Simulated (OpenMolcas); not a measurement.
# Mo2+: moving or changing the point charges

Mo2+ among 6 point charges of -1 e arranged as an octahedron (Oh), 1.85 Å from the ion.
```
   1.8500    0.0000    0.0000  -1.00
   0.0000    1.8500    0.0000  -1.00
  -1.8500    0.0000    0.0000  -1.00
   0.0000   -1.8500    0.0000  -1.00
   0.0000    0.0000    1.8500  -1.00
   0.0000    0.0000   -1.8500  -1.00
```

```json
{
  "Program": "OpenMolcas",
  "Method": "SS-CASPT2, IPEA 0.25 Eh, imaginary shift 0.1 Eh (closed shells correlated: 4s 4p)",
  "Basis": "ANO-RCC-VDZP [6s5p3d1f]",
  "Scalar Hamiltonian": "DKH2, point nucleus",
  "Active space": "4 electrons in 5 orbitals (4d)",
  "State averaging": "2S+1 = 5 even, 5 roots; 2S+1 = 3 even, 45 roots; 2S+1 = 1 even, 50 roots",
  "Spin-orbit coupling": "state interaction with AMFI integrals over the reference wave functions"
}
```

Runs around this geometry, states (labels of O, the rotations of Oh). Energies in cm-1 above the lowest state or level, χT in cm3 K/mol; 10Dq and B are least-squares fits to the states below 45000 cm-1, weighted by degeneracy, with a free offset, and given where the rms deviation is under 5 % of |10Dq| (or 100 cm-1) and under 700 cm-1.

```csv
R (Å),q (e),Ground state,First state of that spin,10Dq,B (rms of fit),First gap with spin-orbit (degeneracies),χT at 300 K,First state of another spin
1.85,-0.65,5E,5T2 8600,,,"80 (1, 3)",2.696,3T1 7310
1.85,-1,5E,5T2 13480,13796,538 (604),"170 (1, 3)",2.550,3T1 2360
2.07,-1,5E,5T2 8590,,,"81 (1, 3)",2.691,3T1 7340
```

Taking the first state of the same spin as R^-n, n = -ln(8590 / 13480) / ln(2.07 / 1.85) = 4.0 between the shortest and longest distance.

Scaling the charges by -0.65 / -1 = 0.65 scales the first state of the same spin by 8600 / 13480 = 0.64; with fixed orbitals a first-order splitting would follow the charge.

Roots that are degenerate in the reference are averaged as groups; the widest CASPT2 spread within a group is 440 cm-1 (the 2-fold group of multiplicity 1 near 58300 cm-1 above the lowest state of its run, R = 1.85, q = -0.65). Shifts and gaps below about the spread of the groups concerned are not significant. An orbital doublet at a regular site is open to a Jahn-Teller distortion, which this geometry leaves out. This shell can be high or low spin here, a state of another spin lies low, and with metal d orbitals alone active their balance is uncertain, so the ground spin may be wrong. Point charges give a weaker field than real ligands, and real ions of this kind are as a rule low spin; the high spin found here belongs to the model. Free-ion shares, where given, are those of the reference states; single-state CASPT2 does not remix them. Point charges carry no covalency, so the field is a model and not that of real ligands. No measured value stands beside these numbers.
